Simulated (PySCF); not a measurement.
## Gas-phase XPS of (HAlPH)4 cubane, computed

Compound: (HAlPH)4 cubane, Al4H8P4.
Geometry (PBE0-D3(BJ)/def2-SVP, Å), atoms numbered from 1 in this order:
```
atom  x, y, z in Å
Al1   -1.719    1.042    0.665
H2    -3.006    1.826    1.151
P3    -0.277   -0.337    2.032
Al4    1.693    0.687    1.068
H5     2.951    1.209    1.873
P6     0.250    2.026   -0.337
Al7    0.276    0.337   -2.068
H8     0.490    0.596   -3.615
P9    -1.662   -0.677   -1.037
Al10  -0.258   -2.074    0.350
H11   -0.445   -3.625    0.607
P12    1.682   -1.023   -0.643
H13   -0.470   -0.566    3.416
H14    0.430    3.411   -0.567
H15   -2.796   -1.132   -1.751
H16    2.826   -1.732   -1.079
```

Level of theory: PySCF, delta-SCF UKS SCAN, pcX-2 on the ionised atom, pcseg-1 elsewhere, spin-free X2C. These are vertical core ionisation energies against the vacuum level, from separate self-consistent calculations with and without the core hole.

Q: Give the core binding energies atom by atom.

A: 
| atom(s) | bonded to | level | binding energy (eV) | 2p1/2 (eV) | count |
| --- | --- | --- | --- | --- | --- |
| Al1/Al4/Al7/Al10 | H and 3 P | Al 1s | 1566.14 | – | 4 |
| P3/P6/P9/P12 | H and 3 Al | P 2p3/2 | 135.20 | 136.09 | 4 |
| P3/P6/P9/P12 | H and 3 Al | P 1s | 2148.55 | – | 4 |

Q: Which effective nuclear charge Zeff reproduces each element's mean 1s value in the hydrogen-like formula E = 13.606 eV × Zeff²?

A: Al (Z = 13): mean 1566.1 eV, Zeff = 10.73, Z − Zeff = 2.27; P (Z = 15): mean 2148.6 eV, Zeff = 12.57, Z − Zeff = 2.43. Means run over the listed sites, weighted by atom count.

Q: Which photon wavelength matches the P 1s of P3/P6/P9/P12 threshold?

A: λ = hc/E = 12398.42 eV Å / 2148.55 eV = 5.771 Å.

The first atom of each set that the bonding makes equivalent was ionised and stands for the set. The 2p values aren't plain energy differences: one relaxed spin-free 2p hole is combined with a matrix within the shell (ground-state 2p orbital-energy differences and spin–orbit coupling). 2p3/2, the mean of its two sublevels, lies a third of the splitting below the shell's mean and 2p1/2 two thirds above it; the statistical areas are 2:1. 2p1/2 minus 2p3/2 (ligand field included): P 0.89 eV. The structure is a single PBE0-D3(BJ)/def2-SVP conformer in the gas phase; no vibrational or solvent corrections.
